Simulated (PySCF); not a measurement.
O$_{3}$Re (SMILES [O]=[Re+](=[O])=[O]), charge +1, singlet, geometry from GFN2-xTB (such geometries of metal compounds can be far from the true shape) (the multiplicity is a formal guess) (core potentials on Re); PySCF with SCAN/def2-SVP.

PySCF was given this input:
```python
from pyscf import gto, scf, dft

mol = gto.Mole()
mol.atom = '''
    Re    0.094108   -0.078918   -0.121251
    O    -1.309138   -0.854278    0.307620
    O    -0.428148    1.448316   -0.507280
    O     0.855022    0.145817    1.336389
'''
mol.basis = 'def2-svp'
mol.ecp = {'Re': 'def2-svp'}
mol.charge = 1
mol.spin = 0
mol.verbose = 3
mol.build()

mf = dft.RKS(mol)
mf.xc = 'scan'
mf.grids.prune = dft.gen_grid.sg1_prune
mf.kernel()
mf.analyze()
```

Problem. What does PySCF print? Leave out banner, timings and long lists.

Solution. 
```
Traceback (most recent call last):
  File "input.py", line 20, in <module>
  File "<string>", line 2, in kernel
  File "site-packages/pyscf/scf/hf.py", line 2099, in scf
  File "site-packages/pyscf/scf/hf.py", line 132, in kernel
  File "site-packages/pyscf/dft/rks.py", line 70, in get_veff
  File "site-packages/pyscf/dft/rks.py", line 506, in initialize_grids
  File "site-packages/pyscf/dft/gen_grid.py", line 653, in build
  File "<string>", line 6, in gen_atomic_grids
  File "site-packages/pyscf/dft/gen_grid.py", line 318, in gen_atomic_grids
  File "site-packages/pyscf/dft/gen_grid.py", line 81, in sg1_prune
IndexError: index 75 is out of bounds for axis 0 with size 19
```

The program stopped with an error.
